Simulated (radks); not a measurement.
The numbers below are computed, except where a source is named.
All-electron atom: Zr in [Kr] 4d2 5s2 (the NIST ground configuration).

Code: a radial shooting solver on a logarithmic mesh with Libxc functionals. Model: Dirac Kohn-Sham, XLYP, spin-unpolarised, spherical densities, finite nucleus; open shells fill j = l - 1/2 first; Fermi nuclear charge, rms radius 4.2694 fm.

Energy parts (hartree):
total: -3599.84257
kinetic: 3720.29055
electron-nucleus: -8686.61792
Hartree: 1481.49853
exchange-correlation: -115.01375

Orbitals (lengths in bohr, moments of r in powers of bohr):
| orbital | occ. | eigenvalue (hartree) | <1/r> |
|---|---|---|---|
| 1s1/2 | 2 | -654.9551 | 41.26 |
| 2s1/2 | 2 | -90.72599 | 9.342 |
| 2p1/2 | 2 | -83.05983 | 9.317 |
| 2p3/2 | 4 | -79.90200 | 8.914 |
| 3s1/2 | 2 | -14.85169 | 3.160 |
| 3p1/2 | 2 | -11.99851 | 3.055 |
| 3p3/2 | 4 | -11.49579 | 2.958 |
| 3d3/2 | 4 | -6.46287 | 2.755 |
| 3d5/2 | 6 | -6.37104 | 2.730 |
| 4s1/2 | 2 | -1.99311 | 1.122 |
| 4p1/2 | 2 | -1.22760 | 0.9973 |
| 4p3/2 | 4 | -1.16196 | 0.9703 |
| 5s1/2 | 2 | -0.15812 | 0.3435 |
| 4d3/2 | 2 | -0.12821 | 0.5988 |
| 4d5/2 | 0 | -0.12350 | 0.5914 |
| 5p1/2 | 0 | -0.05280 | 0.2435 |
| 5p3/2 | 0 | -0.04940 | 0.2363 |

The highest occupied level is 4d3/2 at -3.489 eV. The density falls to 0.001 e/bohr^3 at r = 5.08 bohr.
